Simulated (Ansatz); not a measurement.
Be₂O₃⁻. The state is a doublet with charge -1. Geometry PBE-D4/def2-TZVP, that of the neutral singlet; atoms count from 1.

Cartesian coordinates in Å:
```
Be 0.8211 0.3035 0.5820
Be -0.6618 -0.8150 -0.0532
O 0.3074 -0.9884 1.0227
O 0.3457 1.1867 -0.5278
O -0.8123 0.3133 -1.0238
```

The structure holds 1 bond(s) between oxygen atoms. The highest occupied level of the charge -1 doublet lies above zero (up to 0.78 eV). By energy differences its removal costs 0.66 eV (vertical, to the charge 0 singlet, at PBE0-D4/def2-TZVPD); a positive level beside a positive removal energy at the same level points to self-interaction error. The structure comes from a short search, and lower isomers may exist.

Estimate the Mulliken populations from the PBE0/def2-TZVPD orbitals of Ansatz.


```csv
atom,charge (e),spin (α − β)
Be1,-0.59,0.66
Be2,-0.59,0.66
O3,0.10,-0.08
O4,0.04,-0.12
O5,0.04,-0.12
```
Mulliken values and Mayer orders depend strongly on the basis. With diffuse functions, as here, like atoms can get unlike values, and bond orders can come out too low or too high.

Where does the spin sit?

Summed by element: Be 1.32, O -0.32, of 1 unpaired in all. Largest on single atoms: Be1 0.66, Be2 0.66, O4 -0.12.

And the Mayer bond orders between bonded heavy atoms (over 0.3)?

Be1–Be2 1.00 (1.96 Å); Be1–O3 1.18 (1.46 Å); Be1–O4 0.88 (1.50 Å); Be2–O3 1.18 (1.46 Å); Be2–O5 0.88 (1.50 Å); O4–O5 0.82 (1.53 Å).
